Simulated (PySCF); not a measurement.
A side-by-side comparison of computed properties.

First species: C3H13NOSi5.
SMILES: `CCO[Si@@H]1[SiH2][SiH2][SiH2][Si@H]1C#N`

Second species: InMe2Cl, C2H6ClIn.
Z-matrix (Å and degrees, PBE0-D3(BJ)/def2-SVP geometry), rows numbered from 1:
```
In
C   1  2.1484
H   2  1.1001  1  109.78
H   2  1.0999  1  110.12  3  -119.26
H   2  1.0978  1  109.54  3   120.15
C   1  2.1493  2  135.91  3    63.40
H   6  1.1003  1  109.66  2    64.02
H   6  1.1000  1  110.05  2   -55.00
H   6  1.0977  1  109.89  2  -175.75
Cl  1  2.3880  2  111.56  3  -116.64
```

Levels: PBE0/def2-SVPD for HOMO energy, LUMO energy, HOMO–LUMO gap and static isotropic polarisability; TDDFT PBE0/def2-SVPD for lowest singlet excitation; TDA PBE0/def2-SVPD for lowest triplet excitation (Tamm–Dancoff); ΔSCF PBE0/def2-SVPD for vertical ionisation energy. Geometries: PBE0-D3(BJ)/def2-SVP. All species are isolated and taken at one optimised geometry (atoms past krypton carry core potentials, spin–orbit coupling is left out). Electronic properties by PySCF.

Problem. Which of the two has the higher LUMO energy, and by how much?

Solution. The second: -1.26 eV against -1.45 eV, a difference of 0.19 eV.

Problem. Which has the higher S1 energy?

Solution. The second: 5.03 eV against 4.93 eV, a difference of 0.10 eV.

Problem. Which of the two has the higher HOMO–LUMO gap, and by how much?

Solution. The second: 6.40 eV against 6.16 eV, a difference of 0.24 eV.

Problem. Which of the two has the higher T1 energy, and by how much?

Solution. The second: 4.83 eV against 4.51 eV, a difference of 0.32 eV.

Problem. Which has the higher vertical ionisation energy?

Solution. The second: 9.53 eV against 9.08 eV, a difference of 0.45 eV.

Problem. Which of the two has the higher static isotropic polarisability, and by how much?

Solution. The first: 186.9 au against 77.4 au, a difference of 109.5 au.

On the first: In wavenumbers S1 is 39800 cm⁻¹ (1 eV = 8065.54 cm⁻¹). The ΔSCF ionisation energy exceeds −ε(HOMO) by 1.47 eV with PBE0.

On the second: No computed singlet falls in the visible range (750 to 380 nm, 1.65 to 3.26 eV); S1 lies 1.77 eV above its blue end. The vertical singlet–triplet gap S1 − T1 is 0.20 eV (TDDFT singlet less Tamm–Dancoff triplet; S1: HOMO→LUMO, weight 0.99; T1: HOMO→LUMO, weight 0.97). Atoms past krypton carry effective core potentials; spin–orbit coupling is left out.

One conformer stands for the species.
